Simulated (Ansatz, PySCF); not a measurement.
Te(I)(SMe) (CH3ISTe), SMILES CS[Te]I. Atoms are numbered in the order given.

```xyz
7

Te     0.2917    -0.7680     0.8126
I     -1.2494     1.3427    -0.1292
S      2.1432    -0.7496    -0.7099
C      1.4907    -1.6216    -2.1829
H      1.1600    -2.6378    -1.9309
H      2.3258    -1.6712    -2.8984
H      0.6646    -1.0506    -2.6284
```
Charge 0, spin multiplicity 1.

Geometry optimised at B3LYP-D3(BJ)/def2-SVP. This is a generated structure with no PubChem entry under its InChIKey; it may be hypothetical. The def2 effective core potentials stand for the cores of I, Te; spin–orbit coupling is left out. The values are those of a single conformer.

Two levels are set side by side: PBE-D3(BJ)/def2-SVP (Ansatz, an electronic-structure program) and B3LYP-D3(BJ)/def2-SVP (Ansatz). Each level has its own optimised geometry; the coordinates shown are those of the second. Frequencies come from the Hessian of PySCF at each geometry. Differences are taken from unrounded values.

```json
[
 {"quantity": "mean bond length (Å)", "B3LYP-D3(BJ)": "1.717"},
 {"quantity": "bond Te1–I2 (Å)", "B3LYP-D3(BJ)": "2.778"},
 {"quantity": "bond Te1–S3 (Å)", "B3LYP-D3(BJ)": "2.397"},
 {"quantity": "bond S3–C4 (Å)", "B3LYP-D3(BJ)": "1.832"},
 {"quantity": "bond C4–H5 (Å)", "B3LYP-D3(BJ)": "1.098"},
 {"quantity": "bond C4–H6 (Å)", "B3LYP-D3(BJ)": "1.101"},
 {"quantity": "bond C4–H7 (Å)", "B3LYP-D3(BJ)": "1.099"},
 {"quantity": "highest harmonic wavenumber (cm⁻¹)", "B3LYP-D3(BJ)": "3164"},
 {"quantity": "mean harmonic wavenumber (cm⁻¹)", "B3LYP-D3(BJ)": "1148"},
 {"quantity": "zero-point energy (kcal/mol)", "B3LYP-D3(BJ)": "24.62"}
]
```

### Question
What does PBE-D3(BJ) give, and how far is it from B3LYP-D3(BJ)? (Estimate from the structure and the level; the computed values follow.)

### Answer

```json
[
 {"quantity": "mean bond length (Å)", "PBE-D3(BJ)": "1.721", "PBE-D3(BJ) minus B3LYP-D3(BJ)": "0.004"},
 {"quantity": "bond Te1–I2 (Å)", "PBE-D3(BJ)": "2.779", "PBE-D3(BJ) minus B3LYP-D3(BJ)": "0.001"},
 {"quantity": "bond Te1–S3 (Å)", "PBE-D3(BJ)": "2.393", "PBE-D3(BJ) minus B3LYP-D3(BJ)": "-0.004"},
 {"quantity": "bond S3–C4 (Å)", "PBE-D3(BJ)": "1.832", "PBE-D3(BJ) minus B3LYP-D3(BJ)": "0.000"},
 {"quantity": "bond C4–H5 (Å)", "PBE-D3(BJ)": "1.106", "PBE-D3(BJ) minus B3LYP-D3(BJ)": "0.008"},
 {"quantity": "bond C4–H6 (Å)", "PBE-D3(BJ)": "1.109", "PBE-D3(BJ) minus B3LYP-D3(BJ)": "0.008"},
 {"quantity": "bond C4–H7 (Å)", "PBE-D3(BJ)": "1.107", "PBE-D3(BJ) minus B3LYP-D3(BJ)": "0.008"},
 {"quantity": "highest harmonic wavenumber (cm⁻¹)", "PBE-D3(BJ)": "3106", "PBE-D3(BJ) minus B3LYP-D3(BJ)": "-59"},
 {"quantity": "mean harmonic wavenumber (cm⁻¹)", "PBE-D3(BJ)": "1117", "PBE-D3(BJ) minus B3LYP-D3(BJ)": "-31"},
 {"quantity": "zero-point energy (kcal/mol)", "PBE-D3(BJ)": "23.95", "PBE-D3(BJ) minus B3LYP-D3(BJ)": "-0.67"}
]
```
